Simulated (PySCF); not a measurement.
Isomers of C6H11BO3, from PySCF 2.14.0, PBE0-D3(BJ)/def2-SVP geometry optimisation, gas phase. One conformer each, no zero-point energy, no frequencies.

Question: Which isomer lies lower at this level?
A. `[CH3:1][CH:2]([CH3:3])[O:4][C:5]1=[O+:6][BH2-:7][O:8][CH:9]=[CH:10]1` with C1–C2–O4–C5 -152°, C2–O4–C5–O6 -2°, C5–O6–B7–O8 38°, O6–B7–O8–C9 -37°, B7–O8–C9–C10 15°, O4–C5–C10–C9 166°: A = 3250, B = 766.0, C = 697.0 MHz, dipole 4.58 D
B. `[CH3:1][CH:2]([CH3:3])[O:4][C:5]1=[CH:6][O:7][BH2-:8][O+:9]=[CH:10]1` with C1–C2–O4–C5 166°, C2–O4–C5–C6 -93°, C5–C6–O7–B8 -15°, C6–O7–B8–O9 42°, O7–B8–O9–C10 -43°, O4–C5–C10–O9 179°: A = 2966, B = 783.9, C = 699.3 MHz, dipole 4.58 D

Answer: A. That is `CC(C)OC1=[O+][BH2-]OC=C1`, 25.4 kcal/mol below the other.

```json
{"SMILES": "CC(C)OC1=[O+][BH2-]OC=C1", "mapped SMILES": "[CH3:1][CH:2]([CH3:3])[O:4][C:5]1=[O+:6][BH2-:7][O:8][CH:9]=[CH:10]1", "E (Eh)": "-484.93916", "relative (kcal/mol)": "0.0", "relative (kJ/mol)": "0.0", "dipole (D)": "4.58"}
{"SMILES": "CC(C)OC1=CO[BH2-][O+]=C1", "mapped SMILES": "[CH3:1][CH:2]([CH3:3])[O:4][C:5]1=[CH:6][O:7][BH2-:8][O+:9]=[CH:10]1", "E (Eh)": "-484.89872", "relative (kcal/mol)": "25.4", "relative (kJ/mol)": "106.2", "dipole (D)": "4.58"}
```
